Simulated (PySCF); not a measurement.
CH4AlCl, SMILES [CH3][AlH][Cl].

Geometry optimised at PBE0-D3(BJ)/def2-TZVP.

Computed with IEF-PCM-PBE0/def2-SVP run with PySCF 2.14.0.

The values are the electrostatic part of the solvation free energy, E(continuum) − E(gas) at the gas-phase geometry, in a cavity of scaled van der Waals radii (PySCF's table); cavitation and dispersion terms are not included. A continuum can't describe solvent molecules that bind to the metal. In vacuum the orbital gap is 7.06 eV. The dipole moment in vacuum is 1.82 D.

Computed values in water (ε = 78.36), acetonitrile (ε = 35.69), 1-octanol (ε = 9.86):
```csv
solvent,ε,ΔG(elec) (kcal/mol),dipole (D),gap (eV)
water,78.36,-4.7,2.27,7.43
acetonitrile,35.69,-4.6,2.26,7.42
1-octanol,9.86,-4.0,2.21,7.38
```
